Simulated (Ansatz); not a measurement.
`[NH2][Nb]([OH])([F])=[S]` and `[OH][Nb]([OH])([F])=[S]` differ in one atom or group.

Ansatz, PBE0-D4/def2-TZVP geometries, multiplicity 1. Each molecule was computed in one conformer, which needn't be the lowest.

Elements past krypton have def2 core potentials.

| property | `[NH2][Nb]([OH])([F])=[S]` |
| --- | --- |
| ideal-gas entropy at 298 K and 1 bar (rigid rotor, harmonic PBE0-D4/def2-TZVP) / J/(mol·K) | 360 |
| size of the dipole moment (ωB97M-V/def2-TZVPP) / D | 3.21 |
| HOMO–LUMO gap (ωB97M-V/def2-TZVPP) / eV | 9.99 |
| HOMO–LUMO gap (PBE/def2-TZVPP) / eV | 3.83 |
| HOMO–LUMO gap (PBE0/def2-TZVPP) / eV | 5.79 |
| HOMO energy (B3LYP/def2-TZVPP) / eV | -7.50 |

Task: What does the change do to each property? (Estimate.)

Result: Ansatz gave: 
```json
{"property": "ideal-gas entropy at 298 K and 1 bar (rigid rotor, harmonic PBE0-D4/def2-TZVP) / J/(mol·K)", "`[OH][Nb]([OH])([F])=[S]`": "355", "shift": "-5"}
{"property": "size of the dipole moment (ωB97M-V/def2-TZVPP) / D", "`[OH][Nb]([OH])([F])=[S]`": "2.19", "shift": "-1.02"}
{"property": "HOMO–LUMO gap (ωB97M-V/def2-TZVPP) / eV", "`[OH][Nb]([OH])([F])=[S]`": "10.12", "shift": "0.13"}
{"property": "HOMO–LUMO gap (PBE/def2-TZVPP) / eV", "`[OH][Nb]([OH])([F])=[S]`": "3.96", "shift": "0.13"}
{"property": "HOMO–LUMO gap (PBE0/def2-TZVPP) / eV", "`[OH][Nb]([OH])([F])=[S]`": "5.93", "shift": "0.14"}
{"property": "HOMO energy (B3LYP/def2-TZVPP) / eV", "`[OH][Nb]([OH])([F])=[S]`": "-7.69", "shift": "-0.19"}
```

With PBE0 the HOMO falls by 0.19 eV and the LUMO falls by 0.05 eV, so the gap widens by about 0.14 eV. PBE moves the HOMO by -0.18 eV and ωB97M-V by -0.17 eV. The zero-point energy changes by -31.5 kJ/mol with -3 modes. Dipoles are sizes alone; their direction can turn.

B3LYP here is the variant with VWN-RPA as its local correlation; programs differ in this.
